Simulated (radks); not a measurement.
The numbers below are computed, except where a source is named.
Task: Level of theory: scalar-relativistic Kohn-Sham, LDA (Slater exchange, Perdew-Wang correlation), spin-polarised, spherical densities, finite nucleus; open shells are filled with parallel spins first; Fermi nuclear charge, rms radius of each element as measured or else 0.836 A^(1/3) + 0.57 fm (a radial shooting solver on a logarithmic mesh with Libxc functionals). Response by self-consistent Sternheimer equations with the Hartree and adiabatic LDA kernel, the relativistic mass of each level held fixed and spin-orbit coupling left out. For heavy and open-shell atoms this level of theory can miss by tens of per cent. Estimate the static dipole polarisabilities of V4+ ([Ar] 3d1) and Ti3+ ([Ar] 3d1) and the C6 coefficients of the three pairs.

Result: alpha = 1.444 and 2.318 bohr^3; C6 = 3.135 (V4+-V4+), 4.315 (V4+-Ti3+), 6.016 (Ti3+-Ti3+) hartree bohr^6.
